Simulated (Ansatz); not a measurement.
Kohn–Sham single points on `FC[S][AlH2]`.

```yaml
crystal:
  periodic: [false, false, false]
  atoms:
    - {symbol: F, position_ang: [0.832204, -0.045811, 0.714636]}
    - {symbol: C, position_ang: [0.150619, 1.196812, 0.295075]}
    - {symbol: S, position_ang: [-1.355559, 0.695675, -0.508845]}
    - {symbol: Al, position_ang: [-0.264368, -1.291441, -0.395613]}
    - {symbol: H, position_ang: [0.879909, 1.677358, -0.354612]}
    - {symbol: H, position_ang: [-0.002070, 1.748416, 1.220066]}
    - {symbol: H, position_ang: [0.730776, -1.639833, -1.575392]}
    - {symbol: H, position_ang: [-0.879411, -2.398174, 0.548887]}
basis:
  gaussian: {orbitals: def2-TZVPP}
hamiltonian: {xc: pbe, dispersion: d4}
output: {forces: true, orbitals: {seedname: orbitals}}
```

```sh
$ ansatz run in.yaml --threads 2 --pin off --events-out ev --progress --plain --max-ram 4352MiB
```

Shortened log:

```
Functional definition: PBE
1125 factors; their error is unknown
mean field evaluation 1: about -21237.6653 eV, gradient 3.9e1 eV
mean field evaluation 2: about -21233.9143 eV, gradient 5.5e1 eV
mean field evaluation 4: about -21241.4735 eV, gradient 3.0e0 eV
mean field evaluation 8: about -21241.4958 eV, gradient 1.3e-1 eV
mean field evaluation 16: about -21241.4778 eV, gradient 4.4e-4 eV
mean field -21241.47784357 eV, -780.6099127603 hartree, gradient 4.4e-5 eV, S^2 0.000000; 0 other end points of the search recorded, 0 dependent functions left out
reference -21241.47788590 eV, -780.6099143162 hartree; 24, 24 occupied and 178, 178 virtual orbitals, 1125 factors
Total energy: -21241.64339833 eV, -780.6159967856 hartree
Atom 0 at     0.832204    -0.045811     0.714636 Å, force     0.472022    -0.433484     0.336108 eV/Å
Atom 1 at     0.150619     1.196812     0.295075 Å, force    -0.226336     0.292245    -0.156179 eV/Å
Atom 2 at    -1.355559     0.695675    -0.508845 Å, force    -0.360294     0.116029    -0.129707 eV/Å
Atom 3 at    -0.264368    -1.291441    -0.395613 Å, force    -0.042486    -0.128326    -0.089203 eV/Å
Atom 4 at     0.879909     1.677358    -0.354612 Å, force     0.171887     0.120769    -0.146741 eV/Å
Atom 5 at    -0.002070     1.748416     1.220066 Å, force    -0.043273     0.148995     0.203934 eV/Å
Atom 6 at     0.730776    -1.639833    -1.575392 Å, force     0.077066    -0.033267    -0.082733 eV/Å
Atom 7 at    -0.879411    -2.398174     0.548887 Å, force    -0.048586    -0.082960     0.064522 eV/Å
Dipole moment:     0.250154     0.366239     0.181073 e Å
```

It took 1.1 s on 2 threads of an AMD EPYC 9R45 on a shared host, with 0.25 GiB of host memory at the peak.

The same input with `hamiltonian: {xc: {name: B97M-V}}` and no forces (abridged; 3.5 s):

```
Functional definition: B97M-V
mean field evaluation 16: about -21248.9049 eV, gradient 3.5e-5 eV
mean field -21248.90490715 eV, -780.8828523129 hartree, gradient 3.7e-5 eV, S^2 0.000000
Total energy: -21248.90496971 eV, -780.8828546117 hartree
```

With the line `hamiltonian: {xc: {name: r2SCAN0}, dispersion: d4}` and no forces (abridged; 2.1 s):

```
Functional definition: r2SCAN0
mean field evaluation 16: about -21250.0642 eV, gradient 2.7e-5 eV
mean field -21250.06420113 eV, -780.9254555808 hartree, gradient 2.8e-5 eV, S^2 0.000000
Total energy: -21250.10910427 eV, -780.9271057407 hartree
```

Changing it to `hamiltonian: {xc: hse06, dispersion: d4}` and no forces (abridged; 1.4 s):

```
Functional definition: HSE06
mean field evaluation 16: about -21242.6232 eV, gradient 1.7e-5 eV
mean field -21242.62323938 eV, -780.6520052802 hartree, gradient 1.7e-5 eV, S^2 0.000000
Total energy: -21242.75301458 eV, -780.6567744308 hartree
```

With the line `hamiltonian: {xc: {name: r2SCANh}, dispersion: d4}` and no forces (abridged; 2 s):

```
Functional definition: r2SCANh
mean field evaluation 16: about -21250.4911 eV, gradient 6.0e-5 eV
mean field -21250.49111296 eV, -780.9411443010 hartree, gradient 6.0e-5 eV, S^2 0.000000
Total energy: -21250.53142771 eV, -780.9426258410 hartree
```

With the line `hamiltonian: {xc: {name: BLYP}, dispersion: d4}` and no forces (abridged; 0.95 s):

```
Functional definition: BLYP
mean field evaluation 16: about -21253.2021 eV, gradient 3.7e-4 eV
mean field -21253.20209412 eV, -781.0407710210 hartree, gradient 3.8e-5 eV, S^2 0.000000
Total energy: -21253.56897774 eV, -781.0542537453 hartree
```

HSE06 is the plane-wave form, built on full-range PBE exchange.
